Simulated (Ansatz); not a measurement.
A geometry relaxed with CAM-B3LYP-D3(BJ)/def2-TZVP in Ansatz (a quantum-chemistry and plane-wave program), charge 0, multiplicity 1:

```xyz
13

C     -0.9176     1.1082     0.6323
H     -1.9897     1.2457     0.5689
H     -0.6389    -0.3949    -2.8243
C      1.1809     0.0772    -0.1153
C     -0.2742     0.2760    -0.1813
H     -0.3984     1.6890     1.3850
H     -2.6315    -0.2705    -1.4567
H     -1.1035    -2.1342    -1.2489
H      1.7201     0.1307    -1.0568
Cl     1.3447    -0.4476     2.5461
H      2.9923    -0.3780     0.8558
Si    -1.2115    -0.6783    -1.4880
C      1.9272    -0.2231     0.9358
```

Question: Write the SMILES of this molecule.

Answer: `C=C([SiH3])/C=C\Cl`
